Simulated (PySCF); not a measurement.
**Electron correlation in Kr²⁺ (krypton, charge +2)**

[Ar] 3d10 4s2 4p4, high-spin 3P determinant. Calculation: PySCF 2.14, in def2-TZVPPD (7s6p5d1f, 57 functions); the non-relativistic Hamiltonian (point nucleus). Frozen: [Ar] 3d10; 6 electrons correlated.

```
  level  correlation energy (mhartree)
   CCSD                        -128.50
    (T)                          -3.10
CCSD(T)                        -131.60
```

Diagnostics: T1 = 0.0066, D1 = 0.0213, largest double amplitude 0.037.

Cost of the coupled-cluster step: about 1.9 core-seconds, for 6 correlated electrons.

Iterations:

```
CC2 = 0
CCSD nocc = (np.int64(4), np.int64(2)), nmo = (43, 43)
frozen orbitals [[0, 1, 2, 3, 4, 5, 6, 7, 8, 9, 10, 11, 12, 13], [0, 1, 2, 3, 4, 5, 6, 7, 8, 9, 10, 11, 12, 13]]
max_cycle = 100
direct = 0
conv_tol = 1e-08
conv_tol_normt = 1e-06
diis_space = 8
diis_start_cycle = 0
Init t2, MP2 energy = -0.108395748852091
Init E_corr(UCCSD) = -0.108395748852235
cycle = 1  E_corr(UCCSD) = -0.124008088107559  dE = -0.0156123393  norm(t1,t2) = 0.0356772
cycle = 2  E_corr(UCCSD) = -0.127218372681383  dE = -0.00321028457  norm(t1,t2) = 0.0108329
cycle = 3  E_corr(UCCSD) = -0.128535541866384  dE = -0.00131716919  norm(t1,t2) = 0.00398403
cycle = 4  E_corr(UCCSD) = -0.128496186848922  dE = 3.93550175e-05  norm(t1,t2) = 0.000409912
cycle = 5  E_corr(UCCSD) = -0.128497157383574  dE = -9.70534652e-07  norm(t1,t2) = 5.25802e-05
cycle = 6  E_corr(UCCSD) = -0.128497165393696  dE = -8.0101214e-09  norm(t1,t2) = 8.38245e-06
cycle = 7  E_corr(UCCSD) = -0.128497242570808  dE = -7.71771121e-08  norm(t1,t2) = 1.47982e-06
cycle = 8  E_corr(UCCSD) = -0.128497237730458  dE = 4.84034959e-09  norm(t1,t2) = 4.15159e-07
UCCSD converged
E(UCCSD) = -2750.796825058538  E_corr = -0.1284972377304581
UCCSD(T) correction = -0.00309917232653763
```
